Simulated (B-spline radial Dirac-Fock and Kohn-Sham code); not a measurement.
# What relativity does to the binding energies of Sb¹⁴⁺

System: antimony as Sb¹⁴⁺, configuration 1s2 2s2 2p6 3s2 3p6 3d10 4s2 4p6 4d1.

Both columns are ΔSCF binding energies of the configuration average from a radial B-spline solver: non-relativistic Hartree-Fock with a point nucleus, and Dirac-Fock with a finite nucleus and the Coulomb interaction alone, averaged over the two j levels with weights 2j+1.

| shell | Hartree-Fock (eV) | Dirac-Fock (eV) | shift (eV) | shift (%) |
| --- | --- | --- | --- | --- |
| 1s | 29814.5 | 30938.8 | +1124.27 | +3.77 |
| 2s | 4785.9 | 5062.3 | +276.38 | +5.77 |
| 2p | 4490.6 | 4571.2 | +80.58 | +1.79 |
| 3s | 1223.1 | 1282.5 | +59.35 | +4.85 |
| 3p | 1099.9 | 1118.3 | +18.41 | +1.67 |
| 3d | 873.1 | 865.2 | -7.87 | -0.90 |
| 4s | 441.2 | 455.5 | +14.31 | +3.24 |
| 4p | 391.4 | 395.6 | +4.24 | +1.08 |
| 4d | 318.1 | 316.5 | -1.65 | -0.52 |

Relativity binds 1s, 2s, 2p, 3s, 3p, 4s, 4p more strongly, among those listed most of all 2s in relative terms, and 3d, 4d more weakly, because the contracted s and p shells screen the nucleus better.

Values without a named source are computed, but for edge energies of neutral atoms, which are taken from tables.
